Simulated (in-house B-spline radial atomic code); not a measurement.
Configurations of Ca II (Ca+), with energies counted from [Ar] 4s1. Method: non-relativistic TPSS, spin-polarised, spherical fractional occupations, point nucleus. Calculated with an all-electron radial atomic-structure program (B-spline basis). Shells without spins written out take the highest spin.

Occupations are held fixed; configurations that lie above the ionisation limit could autoionise.

```tsv
configuration	E - E(ref) (eV)	highest orbital	its <r> (bohr)
[Ar] 5p1	7.027	5p up	8.681
[Ne] 3s2 3p5 3d1 4s1	25.993	4s up	3.465
[Ne] 3s2 3p5 4s1 5p1	37.077	5p up	7.997
[Ne] 3s2 3p5 4s1 5f1	39.633	5f up	13.78
[Ne] 3s1 3p6 4s1 4d1	55.55	4d up	5.339
[He] 2s2 2p5 3s2 3p6 3d1 4s1	347.69	4s up	3.425
```

Problem. Order these further configurations by energy, lowest first.
A. [He] 2s2 2p5 3s2 3p6 4s1 5d1
B. [Ne] 3s(0 up, 1 down) 3p6 4s2
C. [He] 2s2 2p5 3s2 3p6 4s2
D. [Ne] 3s2 3p(3 up, 2 down) 4s(1 up, 0 down) 4f(0 up, 1 down)
E. [Ne] 3s(1 up, 0 down) 3p6 4s(1 up, 0 down) 5p(1 up, 0 down)

Solution. D (38.564 eV), B (48.109 eV), E (56.529 eV), C (351.53 eV), A (361.74 eV).

Problem. How far above the reference does [He] 2s2 2p5 3s2 3p6 4s1 5s1 lie?

Solution. 359.14 eV; its least bound orbital is 5s up with <r> = 6.83 bohr.

Problem. How far above the reference does [Ar] 5f(0 up, 1 down) lie?

Solution. 9.3361 eV; its least bound orbital is 5f down with <r> = 14.86 bohr.
